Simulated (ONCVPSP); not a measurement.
**Potentials for Zr (Z = 40) compared**

Generated with ld1.x 7.5 (TM, RRKJ, ultrasoft, PAW), atompaw 4.2 or ONCVPSP 4.0.1. The cutoff is in Ry: for ld1.x and atompaw files where the sum of valence levels is converged to 10 mRy in a Bessel basis, for ONCV files where the hardest occupied wave has 1 mHa per electron of residual kinetic energy. The error is the largest all-electron minus pseudo excitation energy over each file’s own four to seven test configurations (ionisations up to +4, promotions, holes and added fractions of an electron), all of which were solved. The labels leave out finer settings (local radius, basis sizes, second energies), which also bear on the numbers. Spin-polarised tests are not counted. The rows are a selection from randomly drawn settings: files with unsolved tests, undetermined cutoffs or missed reference levels are left out.

| potential | cutoff (Ry) | largest error (meV) | bound ghosts |
| --- | --- | --- | --- |
| ONCV, PBEsol, scalar-relativistic, rc 1.65/1.50/2.35 (spd), local smoothed, core correction yes, reference 4s2 4p6 4d2 5s1, qcut 6.3/4.7/7, projectors 2/2/2 | 62 | +4.6 | none |
| ONCV, PBE, scalar-relativistic, rc 2.75/2.52/2.40 (spd), local smoothed, core correction yes, reference 4p6 4d2 5s1, qcut 2/7.3/7.4, projectors 2/2/2 | 29 | +63 | none |
| ONCV, LDA (Perdew-Zunger), scalar-relativistic, rc 1.80/1.50/3.00 (spd), local smoothed, core correction yes, reference 4s2 4p6 4d3 5s1, qcut 8.5/6.4/5, projectors 2/2/2 | 39 | +18 | none |
| ONCV, PBEsol, scalar-relativistic, rc 2.30/1.90/2.70 (spd), local smoothed, core correction yes, reference 4s2 4p6 4d3 5s1, qcut 5.1/8.7/5.8, projectors 2/2/3 | 36 | +3.7 | none |
| ONCV, PBE, scalar-relativistic, rc 2.40/2.90/2.40 (spd), local s, core correction yes, reference 4d2 5s1.75 5p0.25, qcut 2.5/3.2/6.6, projectors 0/1/3 | 27 | -411 | none |
| ONCV, PBE, scalar-relativistic, rc 2.10/1.55/3.05 (spd), local smoothed, core correction yes, reference 4s2 4p6 4d2 5s1, qcut 6/5.8/4.6, projectors 3/3/2 | 35 | -370 | none |
| ONCV, PBE, scalar-relativistic, rc 2.25/1.75/2.85 (spd), local smoothed, core correction no, reference 4s2 4p6 4d2 5s2, qcut 5.1/9.3/6.5, projectors 2/2/1 | 48 | -373 | none |

Problem. Fill in the row for Zr: ONCV, LDA (Perdew-Wang 92), scalar-relativistic, rc 1.56/1.92/1.42 (spd), local smoothed, core correction yes, reference 4s2 4p6 4d2 5s1.75 5p0.25, qcut 7.1/6.5/6.3, projectors 2/2/2.

Solution. cutoff 40 Ry, largest error -31 meV, bound ghosts: none.
